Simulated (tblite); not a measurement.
C₄H₁₃NSi₂.
SMILES with atom numbers: `[SiH3:1][CH2:2][SiH2:3][NH:4][CH:5]1[CH2:6][CH2:7]1` (hydrogens: H8, H9, H10 on Si1; H11, H12 on C2; H13, H14 on Si3; H15 on N4; H16 on C5; H17, H18 on C6; H19, H20 on C7)

Computed with GFN2-xTB (tblite), gas phase: nudged elastic band of 9 images (0 to 8), spring 0.2 eV/Å², climbing image at the end, force threshold 0.05 eV/Å. The top image wasn't refined or checked by frequencies; at this threshold it can lie a kcal/mol or more above the true saddle point of the method.

The band describes a rotation about C2–Si3 (sp3 carbon bound to silicon, SiH2 silicon), followed by the dihedral Si1–C2–Si3–N4, from the optimised start (50°) to a second optimised geometry at 170°.

Q: Give the energy profile along the converged band.

A: 
| image | dihedral (°) | E (kcal/mol) | C2–Si3 (Å) | Si1···N4 (Å) | largest true force (eV/Å) |
| --- | --- | --- | --- | --- | --- |
| 0 | 50 | 0.00 | 1.896 | 3.52 | 0.01 |
| 1 | 65 | 0.11 | 1.895 | 3.69 | 0.03 |
| 2 | 80 | 0.47 | 1.897 | 3.88 | 0.03 |
| 3 | 95 | 0.92 | 1.898 | 4.06 | 0.03 |
| 4 | 111 | 1.21 | 1.900 | 4.23 | 0.04 |
| 5 | 126 | 1.19 | 1.900 | 4.38 | 0.04 |
| 6 | 141 | 0.92 | 1.898 | 4.49 | 0.04 |
| 7 | 156 | 0.58 | 1.897 | 4.58 | 0.04 |
| 8 | 170 | 0.32 | 1.894 | 4.60 | 0.01 |

Barriers of this band. The top is image 4 at 111°: 1.21 kcal/mol forward and 0.89 kcal/mol back; the end lies 0.32 kcal/mol above the start. The central bond is 0.004 Å longer at the top than at the start.

Q: What rate follows at 250 K for crossing this barrier forward?

A: Taking the electronic barrier for the free energy of activation (no zero-point or entropy terms, transmission 1), rate = (kT/h)·exp(−ΔE/kT) ≈ 5 × 10^11 s⁻¹, whose inverse is 2 × 10^-12 s. An error of 1 kcal/mol in the barrier changes this by a factor of 7, and the method and the loose band can each miss by that much or more. The barrier is only 2.4 kT, where transition-state theory is rough.

Q: How would the two end points share their population at 250 K, from these energies alone?

A: exp(−ΔE/kT) with ΔE = 0.014 eV gives 0.52 for the higher one (end) against 1 for the lower, without vibrational, rotational or degeneracy terms. GFN2-xTB can put conformers this close in the wrong order.

Q: How long is the path, and how are the images spaced?

A: Cartesian distances between aligned neighbours (all atoms, Å): 0.95, 0.92, 0.91, 0.91, 0.90, 0.89, 0.89, 0.90; the sum is 7.27 Å, and the top lies 51 % of the way along.

What follows is the cost of the whole band run. The run took 3.8 s on Arm Neoverse V1, one thread (shared host), and the process peaked at 0.19 GiB of memory.
